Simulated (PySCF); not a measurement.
A small calculation by hand: oscillator strength and radiative lifetime

Al(F)(OH)(SiH3) (AlFH4OSi), SMILES [OH][Al]([F])[SiH3].

The structure is a stationary point at PBE0-D3(BJ)/def2-SVP. Other conformers were not sampled.

TDA-PBE0/def2-SVPD run with PySCF puts the first singlet state with f over 0.02 at 6.38 eV (vertical), with the transition dipole (-0.334, 0.098, 0.650) in atomic units.

Question: Find the oscillator strength, the wavelength and the radiative lifetime that this transition would have in vacuum if emission retraced absorption.

Answer: 
|μ|² = 0.5437 au, so |μ| = 1.87 D. ΔE = 6.38/27.211 = 0.2345 hartree. f = (2/3) ΔE |μ|² = 0.085 (the program prints 0.085).
λ = 1239.84/6.38 = 194 nm; ν = 51458 cm⁻¹.
Einstein's coefficient A = 0.6670 ν² f s⁻¹ (ν in cm⁻¹) = 1.5e8 s⁻¹, so τ = 1/A = 6.7 ns. This state is S1. The figure is the radiative limit of this one transition; relaxation, internal conversion, crossing to triplets and a medium change what is measured.
